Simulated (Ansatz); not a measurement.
Geometry optimisation, RKS PBE-D4/def2-SVP in Ansatz.

input.yaml

```yaml
crystal:
  periodic: [false, false, false]
  atoms:
    - { symbol: B, position_ang: [0.086651, -0.559014, -0.243189] }
    - { symbol: H, position_ang: [-0.160793, 0.390072, 1.944211] }
    - { symbol: F, position_ang: [1.203322, 0.165845, -0.338204] }
    - { symbol: F, position_ang: [-1.062487, -0.028162, -0.666026] }
    - { symbol: "N", position_ang: [0.125322, -1.92801, 0.300849] }
    - { symbol: H, position_ang: [-0.699119, -2.519687, 0.356275] }
    - { symbol: H, position_ang: [0.990553, -2.353943, 0.624018] }
    - { symbol: H, position_ang: [-0.16765, -0.330703, 1.889465] }
basis:
  gaussian: { orbitals: def2-SVP }
hamiltonian:
  xc: pbe
  dispersion: d4
relax:
  f_tol: 0.03
  max_steps: 50
```

Run as:

```bash
$ ansatz run input.yaml --threads 1 --pin off --max-ram 2048MiB --backend cpu --events-out ev --progress --plain --runs-dir out
```

Task: Where does it end, and by what steps?

Result: The forces met the threshold. The force dipped under the threshold on the way, but the program's further checks kept it going. After 16 steps the energy has fallen by 0.280 eV; H2 moved furthest, 1.13 Å.

```json
{"step": "0", "energy less start (eV)": "0.0000", "largest force component (eV/Å)": "2.183", "accepted": "yes"}
{"step": "1", "energy less start (eV)": "-0.1935", "largest force component (eV/Å)": "1.098", "accepted": "yes"}
{"step": "2", "energy less start (eV)": "-0.2437", "largest force component (eV/Å)": "0.311", "accepted": "yes"}
{"step": "3", "energy less start (eV)": "-0.2506", "largest force component (eV/Å)": "0.343", "accepted": "yes"}
{"step": "4", "energy less start (eV)": "-0.2605", "largest force component (eV/Å)": "0.105", "accepted": "yes"}
{"step": "5", "energy less start (eV)": "-0.2630", "largest force component (eV/Å)": "0.112", "accepted": "yes"}
{"step": "6", "energy less start (eV)": "-0.2542", "largest force component (eV/Å)": "0.766", "accepted": "no"}
{"step": "7", "energy less start (eV)": "-0.2653", "largest force component (eV/Å)": "0.147", "accepted": "yes"}
{"step": "8", "energy less start (eV)": "-0.2703", "largest force component (eV/Å)": "0.051", "accepted": "yes"}
{"step": "9", "energy less start (eV)": "-0.2620", "largest force component (eV/Å)": "0.615", "accepted": "no"}
{"step": "10", "energy less start (eV)": "-0.2728", "largest force component (eV/Å)": "0.022", "accepted": "yes"}
{"step": "11", "energy less start (eV)": "-0.2746", "largest force component (eV/Å)": "0.103", "accepted": "yes"}
{"step": "12", "energy less start (eV)": "-0.2765", "largest force component (eV/Å)": "0.183", "accepted": "yes"}
{"step": "13", "energy less start (eV)": "-0.2781", "largest force component (eV/Å)": "0.122", "accepted": "yes"}
{"step": "14", "energy less start (eV)": "-0.2790", "largest force component (eV/Å)": "0.089", "accepted": "yes"}
{"step": "15", "energy less start (eV)": "-0.2801", "largest force component (eV/Å)": "0.054", "accepted": "yes"}
{"step": "16", "energy less start (eV)": "-0.2804", "largest force component (eV/Å)": "0.028", "accepted": "yes"}
```

```xyz
8
Properties=species:S:1:pos:R:3
B 0.154 -0.707 -0.704
H -0.310 0.177 3.044
F 1.307 -0.113 -1.043
F -0.970 -0.290 -1.305
N 0.124 -1.737 0.253
H -0.737 -2.209 0.522
H 0.964 -2.076 0.718
H -0.216 -0.208 2.384
```

Whether the end is a true minimum wasn't checked by a vibrational analysis.

The run took 32 s on 1 thread of Arm Neoverse V1 (shared host), peak memory 0.13 GiB.
